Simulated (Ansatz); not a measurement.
A run for Ansatz (a first-principles code): U-CCSD(T)/cc-pV(D+d)Z on CH4OSi (SMILES CO[SiH]), a point of a bond scan (R = 2.324 Å). Files ending in .json are basis or fitting sets from the Basis Set Exchange.

Ansatz 0.2 input:
```yaml
crystal:
  periodic: [false, false, false]
  atoms:
    - {symbol: Si, position_ang: [-0.40795220, -0.67898645, 0.91806636]}
    - {symbol: H, position_ang: [-1.76138381, -1.44316869, -0.80982595]}
    - {symbol: O, position_ang: [0.45056196, 0.41925112, 0.04651040]}
    - {symbol: C, position_ang: [0.38283843, 0.78205128, -1.32615327]}
    - {symbol: H, position_ang: [0.15320104, 1.84590433, -1.40103075]}
    - {symbol: H, position_ang: [1.35331237, 0.59928607, -1.78972690]}
    - {symbol: H, position_ang: [-0.38646891, 0.20274464, -1.84347312]}
basis:
  gaussian:
    orbitals: cc-pV_D+d_Z.json
correlation: {method: ccsd_t, electrons: outside_noble_gas}
scf: {omitted_lower_state_checks: [cluster_reference]}
magnetization: {spin_polarized: true, initial_magnetization: 0}
```

Program output:

```
WARN ansatz: RAYON_NUM_THREADS=1 ignored (pool sized by the plan → 1); use --threads N
Functional definition: HF
these checks for a lower state are left out or cut short: cluster_reference
integrals: 0.08 GiB planned
687 factors; integrals over basis functions are off by at most 1.1e-3 eV
mean field: 0.20 GiB planned
mean field evaluation 1: about -10988.8154 eV, gradient 2.0e1 eV
mean field evaluation 2: about -10988.8928 eV, gradient 2.0e1 eV
mean field evaluation 4: about -10990.9032 eV, gradient 2.3e0 eV
mean field evaluation 8: about -10990.9418 eV, gradient 1.3e-1 eV
mean field evaluation 16: about -10990.9772 eV, gradient 6.8e-1 eV
mean field evaluation 32: about -10990.9956 eV, gradient 1.4e-2 eV
mean field evaluation 64: about -10990.9927 eV, gradient 3.1e-1 eV
mean field -10990.99558941 eV, -403.9116379464 hartree, gradient 2.4e-6 eV, S^2 0.290145; 6 other end points of the search recorded, 0 dependent functions left out
7 core orbitals not correlated
reference -10990.99558941 eV, -403.9116379464 hartree; 9, 9 occupied and 55, 55 virtual orbitals, 687 factors
second order -11.12235966 eV of doubles, -0.00000000 eV of singles
coupled cluster: 0.27 GiB planned
cycle   1  -11.63959836 eV  change   -5.2e-1 eV  update   1.2e-1
cycle   2  -12.08986254 eV  change   -4.5e-1 eV  update   5.6e-2
cycle   3  -12.31963770 eV  change   -2.3e-1 eV  update   4.4e-2
cycle   4  -12.37553036 eV  change   -5.6e-2 eV  update   2.9e-2
cycle   5  -12.43760797 eV  change   -6.2e-2 eV  update   1.7e-2
cycle   6  -12.45529425 eV  change   -1.8e-2 eV  update   6.6e-3
cycle   7  -12.45625405 eV  change   -9.6e-4 eV  update   2.1e-3
cycle   8  -12.45835500 eV  change   -2.1e-3 eV  update   8.9e-4
cycle   9  -12.45855764 eV  change   -2.0e-4 eV  update   3.9e-4
cycle  10  -12.45827324 eV  change    2.8e-4 eV  update   1.3e-4
cycle  11  -12.45839133 eV  change   -1.2e-4 eV  update   5.7e-5
cycle  12  -12.45838895 eV  change    2.4e-6 eV  update   2.2e-5
coupled cluster: 0.27 GiB planned
perturbative correction -0.39465190 eV, -0.0145031898 hartree
Total energy: -11003.84863026 eV, -404.3839784855 hartree
Checks for a lower state left out: cluster_reference
```

Self-consistency was reached. Its determinant has ⟨S²⟩ = 0.29, a mixture of spin states.

Cost: roughly 8 core-seconds.
